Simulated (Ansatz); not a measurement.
`COB(F)S` and `COB(S)O[SiH3]` differ in one atom or group.

Ansatz, PBE0-D4/def2-TZVP geometries, multiplicity 1. Each molecule was computed in one conformer, which needn't be the lowest.

```
                                          property  `COB(F)S`
  size of the dipole moment (B3LYP/def2-TZVPP) / D       2.18
                 HOMO energy (PBE/def2-TZVPP) / eV      -6.41
size of the dipole moment (ωB97M-V/def2-TZVPP) / D       2.19
             HOMO–LUMO gap (B3LYP/def2-TZVPP) / eV       7.69
              HOMO–LUMO gap (PBE0/def2-TZVPP) / eV       8.28
               HOMO energy (B3LYP/def2-TZVPP) / eV      -7.42
```

Task: What does the change do to each property? (Best estimate.)

Result: Ansatz gave: 
```csv
property,`COB(S)O[SiH3]`,shift
size of the dipole moment (B3LYP/def2-TZVPP) / D,1.61,-0.57
HOMO energy (PBE/def2-TZVPP) / eV,-6.17,0.24
size of the dipole moment (ωB97M-V/def2-TZVPP) / D,1.63,-0.56
HOMO–LUMO gap (B3LYP/def2-TZVPP) / eV,6.92,-0.77
HOMO–LUMO gap (PBE0/def2-TZVPP) / eV,7.40,-0.88
HOMO energy (B3LYP/def2-TZVPP) / eV,-7.17,0.25
```

With PBE0 the HOMO rises by 0.25 eV and the LUMO falls by 0.63 eV, so the gap narrows by about 0.88 eV. PBE moves the HOMO by 0.24 eV and ωB97M-V by 0.23 eV. Dipoles are sizes alone; their direction can turn.

B3LYP here is the variant with VWN-RPA as its local correlation; programs differ in this.
